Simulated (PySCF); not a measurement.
**TeO2: bend–stretch map**

All numbers come from PySCF, BP86, basis Te def2-TZVP with ECP28, O def2-TZVP (scalar-relativistic core potentials, no spin–orbit coupling, density fitting).

Rigid scan from the singlet minimum (Te–O 1.817 Å (×2); O–Te–O 110.4°). Coordinate: rows scale both bonds, columns set the O–Te–O angle. Energies in kJ/mol from the minimum.

Rows run from the largest first scale (top) to the smallest, columns from the smallest angle to the largest. Lower edges of the bins (kJ/mol): '0' 2.9, '1' 4.8, '2' 7.7, '3' 12.5, '4' 20.0, '5' 31.9, '6' 50.7, '7' 80.6, '8' 127.9, '9' 202.9; top 322.
```
7777889
6556788
6235788
5025789
6346899
7667899
```

Q: Give the energies on the grid of the scan.

A: 
```json
{"scale \\ angle": "0.94", "90": "104", "105": "54", "120": "63", "135": "112", "150": "190", "165": "276", "180": "322"}
{"scale \\ angle": "0.97", "90": "61", "105": "14", "120": "21", "135": "65", "150": "134", "165": "212", "180": "252"}
{"scale \\ angle": "1.00", "90": "46", "105": "3", "120": "8", "135": "47", "150": "109", "165": "178", "180": "213"}
{"scale \\ angle": "1.03", "90": "52", "105": "12", "120": "16", "135": "51", "150": "106", "165": "167", "180": "197"}
{"scale \\ angle": "1.06", "90": "74", "105": "37", "120": "40", "135": "70", "150": "119", "165": "173", "180": "200"}
{"scale \\ angle": "1.10", "90": "120", "105": "87", "120": "88", "135": "114", "150": "156", "165": "201", "180": "223"}
```

The bond scale of lowest energy on the grid is 1.00 at 90°, 1.00 at 105°, 1.00 at 120°, 1.00 at 135°, 1.03 at 150°, 1.03 at 165°, 1.03 at 180°.

Other isomers or separated fragments may lie lower.
